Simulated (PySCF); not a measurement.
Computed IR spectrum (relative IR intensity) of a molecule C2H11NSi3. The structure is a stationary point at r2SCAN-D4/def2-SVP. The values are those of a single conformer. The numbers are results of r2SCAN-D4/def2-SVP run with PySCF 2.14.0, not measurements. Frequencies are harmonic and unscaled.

Lines under 2 % of the strongest are left out, and lines within 2 cm⁻¹ are merged.

```tsv
ν (cm⁻¹)	relative intensity
357	6.0
376	13
427	26
435	12
469	9.8
587	8.7
625	32
644	31
662	9.8
678	14
698	12
731	15
759	27
824	31
829	100
878	66
884	18
926	27
1000	85
1062	6.7
1163	11
1251	6.2
1333	16
1431	4.5
1477	2.2
2155	87
2175	78
2189	31
2195	49
2199	79
2974	35
3018	16
3036	2.9
3577	4.6
```

Question: Identify the compound among the candidates.
A) C[SiH2]C1[SiH2]N[SiH2]1
B) C[SiH2][Si@@H]1CN[SiH2]1
C) C[Si@@]1([SiH3])C[SiH2]N1
D) [SiH3][C@@H]1N[SiH2]C[SiH2]1

Answer: B, C[SiH2][Si@@H]1CN[SiH2]1
